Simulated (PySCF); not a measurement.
Ionisation energy of Ar⁺ by level of theory

Ar⁺ [Ne] 3s2 3p5 (2P) → Ar²⁺ [Ne] 3s2 3p4 (3P), as a difference of total energies. All numbers are calculated (PySCF 2.14, the non-relativistic Hamiltonian (point nucleus), in dyall-av3z (19s12p3d2f, 84 functions)). Correlated levels: valence: [Ne] frozen; virtual orbitals above 40 to 60 times the deepest correlated orbital energy dropped. The calculations carry no spin-orbit coupling.

```json
{"method": "UHF", "ionisation energy (eV)": "26.371"}
{"method": "LDA", "ionisation energy (eV)": "27.829"}
{"method": "PBE", "ionisation energy (eV)": "27.593"}
{"method": "PBE0", "ionisation energy (eV)": "27.607"}
{"method": "r2SCAN", "ionisation energy (eV)": "27.667"}
{"method": "TPSSh", "ionisation energy (eV)": "27.602"}
{"method": "HSE06", "ionisation energy (eV)": "27.604"}
{"method": "LC-wPBE", "ionisation energy (eV)": "27.743"}
{"method": "PW91", "ionisation energy (eV)": "27.680"}
{"method": "MP2 (valence)", "ionisation energy (eV)": "27.374"}
{"method": "SCS-MP2 (valence)", "ionisation energy (eV)": "27.374"}
```

**Question.** How much does correlation contribute at MP2 (valence)?

**Answer.** 27.374 − (26.371) = 1.003 eV, measured against UHF.

A first-order spin-orbit estimate (lowest level to lowest level, LS coupling) adds -0.006 eV.

Errors of the correlated levels include the incompleteness of this basis and the frozen core.

For comparison: 27.630 eV (measured; NIST Atomic Spectra Database, ionization energies).
